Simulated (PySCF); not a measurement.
Vertical excitations of a molecule CH8FNOSi2 from TDA-PBE0/def2-SVPD run with PySCF 2.14.0, as energy in eV (oscillator strength): 5.83 (0.017), 6.21 (0.043), 6.69 (0.019), 6.84 (0.022), 7.02 (0.011), 7.53 (0.030), 7.55 (0.009), 7.82 (0.075), 7.88 (0.017), 7.94 (0.032). Lowest triplet (TDA): 5.39 eV. The structure is a stationary point at B3LYP-D3(BJ)/def2-SVP. The values are those of a single conformer.

Task: Identify the compound among the candidates.
A) C[Si@H](N)[Si@@H](O)F
B) NC[SiH2][Si@@H](O)F
C) N[SiH2][Si@@H](O)CF
D) NC[SiH2]O[SiH2]F

Result: A, C[Si@H](N)[Si@@H](O)F
